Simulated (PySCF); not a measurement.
Cl2Sb (SMILES [Cl][Sb+][Cl]), charge +1, singlet, at a GFN2-xTB geometry (core potentials on Sb); B3LYP/def2-SVP in PySCF.

PySCF was given this input:
```python
from pyscf import gto, scf, dft

mol = gto.M(
    atom='''
Sb    0.37750143   -0.02033636    0.45805429
Cl    0.77066814    0.35397311   -1.77453146
Cl   -1.90317243   -0.29296404    0.40036859
''',
    basis='def2-svp',
    ecp={'Sb': 'def2-svp'},
    charge=1,
    verbose=4,
    symmetry=True,
    symmetry_subgroup='C2',
)

mf = dft.RKS(mol)
mf.xc = 'b3lyp'
mf.kernel()
mf.analyze()
```

**Question.** What does PySCF print? Leave out banner, timings and long lists.

**Answer.** 
```
PySCF version 2.14.0

[INPUT] verbose = 4
[INPUT] num. atoms = 3
[INPUT] num. electrons = 56
[INPUT] charge = 1
[INPUT] spin (= nelec alpha-beta = 2S) = 0
[INPUT] symmetry True subgroup C2
[INPUT] Mole.unit = angstrom
[INPUT] Symbol           X                Y                Z      unit          X                Y                Z       unit  Magmom
[INPUT]  1 Sb     0.377501430000  -0.020336360000   0.458054290000 AA    0.713374314332  -0.038430150771   0.865597158282 Bohr   0.0
[INPUT]  2 Cl     0.770668140000   0.353973110000  -1.774531460000 AA    1.456351717528   0.668912233361  -3.353378458825 Bohr   0.0
[INPUT]  3 Cl    -1.903172430000  -0.292964040000   0.400368590000 AA   -3.596474660523  -0.553621799946   0.756586983978 Bohr   0.0

nuclear repulsion = 223.714756391691
point group symmetry = C2v, use subgroup C2
symmetry origin: [ 0.00000000e+00 -3.77945225e-09  1.04491579e-16]
symmetry axis x: [ 0.12104138 -0.98224017 -0.14336397]
symmetry axis y: [-0.76245772 -0.18447705  0.62018258]
symmetry axis z: [ 0.63561561 -0.03424121  0.77124596]
num. orbitals of irrep A = 32
num. orbitals of irrep B = 30
number of shells = 26
number of NR pGTOs = 133
number of NR cGTOs = 62
basis = def2-svp
ecp = {'Sb': 'def2-svp'}

******** <class 'pyscf.dft.rks_symm.SymAdaptedRKS'> ********
method = SymAdaptedRKS
initial guess = minao
damping factor = 0
level_shift factor = 0
DIIS = <class 'pyscf.scf.diis.CDIIS'>
diis_start_cycle = 1
diis_space = 8
diis_damp = 0
SCF conv_tol = 1e-09
SCF conv_tol_grad = None
SCF max_cycles = 50
direct_scf = True
direct_scf_tol = 1e-13
XC library pyscf.dft.libxc version 7.1.2
    S. Lehtola, C. Steigemann, M. J. T. Oliveira, and M. A. L. Marques,  SoftwareX 7, 1–5 (2018)
XC functionals = b3lyp
    P. J. Stephens, F. J. Devlin, C. F. Chabalowski, and M. J. Frisch,  J. Phys. Chem. 98, 11623 (1994)
radial grids:
    Treutler-Ahlrichs [JCP 102, 346 (1995); DOI:10.1063/1.469408] (M4) radial grids

becke partition: Becke, JCP 88, 2547 (1988); DOI:10.1063/1.454033
pruning grids: <function nwchem_prune>
grids dens level: 3
symmetrized grids: True
atomic radii adjust function: <function treutler_atomic_radii_adjust>
small_rho_cutoff = 0
Freeze 0 electrons in irreps []
    56 free electrons in irreps A B
Set gradient conv threshold to 3.16228e-05
Initial guess from minao.
tot grids = 59720
init E= -1135.50829753018
HOMO (B) = -0.707267806604  LUMO (B) = -0.693393060405772  gap/eV = 0.37755
cycle= 1 E= -1157.78365570994  delta_E= -22.3  |g|= 2.95  |ddm|=   10
HOMO (A) = -0.171517214477376  LUMO (B) = -0.04279658169418  gap/eV = 3.50267
cycle= 2 E= -1156.89884655673  delta_E= 0.885  |g|= 3.61  |ddm|= 8.24
HOMO (A) = -0.489234825820626  LUMO (B) = -0.317903569496128  gap/eV = 4.66216
cycle= 3 E= -1160.14704825228  delta_E= -3.25  |g|= 0.417  |ddm|= 5.13
HOMO (B) = -0.521718515119371  LUMO (B) = -0.403614536477814  gap/eV = 3.21377
cycle= 4 E= -1160.20402522262  delta_E= -0.057  |g|= 0.23  |ddm|= 1.06
HOMO (B) = -0.541524996170459  LUMO (B) = -0.392580051155527  gap/eV = 4.05300
cycle= 5 E= -1160.22276458082  delta_E= -0.0187  |g|= 0.03  |ddm|= 0.309
HOMO (B) = -0.535795124411017  LUMO (B) = -0.387519670389253  gap/eV = 4.03478
cycle= 6 E= -1160.22295948334  delta_E= -0.000195  |g|= 0.00545  |ddm|= 0.0484
HOMO (B) = -0.536551205970742  LUMO (B) = -0.387441897759487  gap/eV = 4.05747
cycle= 7 E= -1160.22296919833  delta_E= -9.71e-06  |g|= 0.0012  |ddm|= 0.00744
HOMO (B) = -0.536462562562416  LUMO (B) = -0.387379231053178  gap/eV = 4.05676
cycle= 8 E= -1160.22296963508  delta_E= -4.37e-07  |g|= 0.000167  |ddm|= 0.00161
HOMO (B) = -0.536457637848205  LUMO (B) = -0.387397139034327  gap/eV = 4.05614
cycle= 9 E= -1160.22296964599  delta_E= -1.09e-08  |g|= 2.81e-05  |ddm|= 0.000239
HOMO (B) = -0.536455548135581  LUMO (B) = -0.387398133955372  gap/eV = 4.05606
cycle= 10 E= -1160.22296964623  delta_E= -2.42e-10  |g|= 3.67e-06  |ddm|= 3.86e-05
HOMO (B) = -0.536455676877932  LUMO (B) = -0.387398350137953  gap/eV = 4.05606
Extra cycle  E= -1160.22296964624  delta_E= -2.96e-12  |g|= 2.97e-06  |ddm|= 8.5e-06
converged SCF energy = -1160.22296964624
**** SCF Summaries ****
Total Energy =                       -1160.222969646235697
Nuclear Repulsion Energy =             223.714756391690599
One-electron Energy =                -2122.749512122327360
Two-electron Energy =                  738.811786084401092
Two-electron Coulomb Energy =          814.546356722320297
DFT Exchange-Correlation Energy =      -75.734570637919248
HOMO-LUMO gap [eV] =                     4.056056457030814
Wave-function symmetry = A
occupancy for each irrep:      A    B
                              15   13
**** MO energy ****
MO #1 (A #1), energy= -101.740436955835 occ= 2
MO #2 (B #1), energy= -101.740404331052 occ= 2
MO #3 (A #2), energy= -9.69428701219434 occ= 2
MO #4 (B #2), energy= -9.69427155659548 occ= 2
MO #5 (A #3), energy= -7.46077929666928 occ= 2
MO #6 (B #3), energy= -7.46077619586825 occ= 2
MO #7 (B #4), energy= -7.45581662237812 occ= 2
MO #8 (A #4), energy= -7.45581171428922 occ= 2
MO #9 (B #5), energy= -7.45293834553104 occ= 2
MO #10 (A #5), energy= -7.45292769990259 occ= 2
MO #11 (A #6), energy= -6.04313735822551 occ= 2
MO #12 (B #6), energy= -4.27375574449266 occ= 2
MO #13 (B #7), energy= -4.26924957415362 occ= 2
MO #14 (A #7), energy= -4.26587992960227 occ= 2
MO #15 (A #8), energy= -1.62946863531546 occ= 2
MO #16 (A #9), energy= -1.62755501995657 occ= 2
MO #17 (B #8), energy= -1.62471628270506 occ= 2
MO #18 (B #9), energy= -1.62465751501028 occ= 2
MO #19 (A #10), energy= -1.62077042843451 occ= 2
MO #20 (A #11), energy= -1.06637944104506 occ= 2
MO #21 (B #10), energy= -1.03697271282272 occ= 2
MO #22 (A #12), energy= -0.802532278297399 occ= 2
MO #23 (B #11), energy= -0.627305423922081 occ= 2
MO #24 (A #13), energy= -0.591454842101004 occ= 2
MO #25 (B #12), energy= -0.57860552962271 occ= 2
MO #26 (A #14), energy= -0.546985638441312 occ= 2
MO #27 (A #15), energy= -0.537439998618191 occ= 2
MO #28 (B #13), energy= -0.536455676877932 occ= 2
MO #29 (B #14), energy= -0.387398350137953 occ= 0
MO #30 (B #15), energy= -0.27970734001039 occ= 0
MO #31 (A #16), energy= -0.275469630464741 occ= 0
MO #32 (A #17), energy= -0.058340901655825 occ= 0
MO #33 (B #16), energy= 0.0205368700676125 occ= 0
MO #34 (A #18), energy= 0.0289043753747522 occ= 0
MO #35 (B #17), energy= 0.0414820058497298 occ= 0
MO #36 (A #19), energy= 0.0658629529136708 occ= 0

WARN: System has nonzero charge 1; the dipole moment is origin-dependent.
Location of origin: [0. 0. 0.]

Dipole moment(X, Y, Z, Debye):  1.60597, -0.08651,  1.94865
```
